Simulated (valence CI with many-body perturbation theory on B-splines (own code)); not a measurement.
Values are calculated unless marked as measured or tabulated.
**Energy levels of Ce LII**

Method: relativistic CI+MBPT: five valence electrons over a frozen Dirac-Fock core [He], radial functions for each j: 11 s, 11 p, 10 d, 8 f, 5 g, 2 h, with the one-electron correlation potential Σ1 (screened to all orders), the two-electron term Σ2, the three-electron term Σ3, Breit, model QED; selected single and double excitations, second order for the rest, scaled by the run's own slope (own B-spline code, finite nucleus).

No measured spectrum was set against this ion. As an estimate, large intervals hold to a few tenths of a per cent, small ones and those within an open d or f shell to about a per cent. Among the levels kept, up to 7000 cm⁻¹ of a level comes from second order outside the variational space, and about a tenth of that is noise between levels of different J, which matters for small intervals.

Levels 181 to 197 of 197, with energies above the lowest level, (2s^2 2p1/2^2 2p3/2) J=3/2. "Leading %" is the weight of the configuration and term that name the level; weights of strongly mixed levels are sums over their largest components and can fall short. In the jj column 3d3/2^4 stands for four electrons in 3d with j = 3/2.

| No. | Configuration | Term | J | E (Ry) | Leading % | Second component | g | Leading jj |
| --- | --- | --- | --- | --- | --- | --- | --- | --- |
| 181 | 2s2p³3d | ⁴D° | 5/2 | 504.06 | 36 | 19 % 2s2p³3d ²D° | 1.229 | 2s 2p1/2 2p3/2^2 3d5/2 (97 %) |
| 182 | 2s2p³3d | ²G° | 9/2 | 504.48 | 81 | 12 % 2s2p³3d ⁴G° | 1.129 | 2s 2p1/2 2p3/2^2 3d5/2 (98 %) |
| 183 | 2s2p³3d | ²F° | 7/2 | 504.71 | 55 | 9 % 2s2p³3d ⁴D° | 1.178 | 2s 2p1/2 2p3/2^2 3d5/2 (98 %) |
| 184 | 2s2p³3d | ²F° | 7/2 | 504.98 | 48 | 25 % 2s2p³3d ⁴F° | 1.189 | 2s 2p1/2 2p3/2^2 3d5/2 (97 %) |
| 185 | 2s2p³3d | ²D° | 3/2 | 505.08 | 43 | 20 % 2s2p³3d ²P° | 1.029 | 2s 2p1/2 2p3/2^2 3d5/2 (89 %) |
| 186 | 2s2p³3d | ²D° | 5/2 | 505.35 | 39 | 28 % 2s2p³3d ²F° | 1.105 | 2s 2p1/2 2p3/2^2 3d5/2 (98 %) |
| 187 | 2s2p³3d | ²D° | 3/2 | 505.49 | 40 | 31 % 2s2p³3d ²P° | 1.130 | 2s 2p1/2 2p3/2^2 3d5/2 (97 %) |
| 188 | 2s2p³3d | ²S° | 1/2 | 505.55 | 50 | 28 % 2s2p³3d ²P° | 1.365 | 2s 2p1/2 2p3/2^2 3d5/2 (93 %) |
| 189 | 2s2p³3d | ²D° | 3/2 | 506.12 | 39 | 37 % 2s2p³3d ²P° | 1.184 | 2s 2p1/2 2p3/2^2 3d5/2 (93 %) |
| 190 | 2s2p³3d | ²D° | 5/2 | 506.35 | 41 | 35 % 2s2p³3d ²F° | 1.055 | 2s 2p1/2 2p3/2^2 3d5/2 (94 %) |
| 191 | 2p⁴3p | ²P° | 1/2 | 506.75 | 64 | 17 % 2p⁴3p ⁴D° | 0.647 | 2p1/2^2 2p3/2^2 3p1/2 (87 %) |
| 192 | 2s2p³3s | ⁴P° | 5/2 | 512.18 | 48 | 15 % 2s2p³3s ²D° | 1.512 | 2s 2p3/2^3 3s (91 %) |
| 193 | 2p⁴3p | ⁴D° | 7/2 | 512.74 | 68 | 30 % 2p⁴3p ²F° | 1.325 | 2p1/2^2 2p3/2^2 3p3/2 (98 %) |
| 194 | 2p⁴3p | ²D° | 5/2 | 512.77 | 44 | 38 % 2p⁴3p ⁴P° | 1.338 | 2p1/2^2 2p3/2^2 3p3/2 (90 %) |
| 195 | 2p⁴3p | ²P° | 1/2 | 512.83 | 48 | 38 % 2p⁴3p ²S° | 1.298 | 2p1/2^2 2p3/2^2 3p3/2 (97 %) |
| 196 | 2s2p³3s | ²P° | 3/2 | 513.47 | 40 | 16 % 2s2p³3s ²D° | 1.337 | 2s 2p3/2^3 3s (98 %) |
| 197 | 2p⁴3p | ²P° | 3/2 | 515.37 | 44 | 29 % 2p⁴3p ²D° | 1.323 | 2p1/2^2 2p3/2^2 3p3/2 (97 %) |
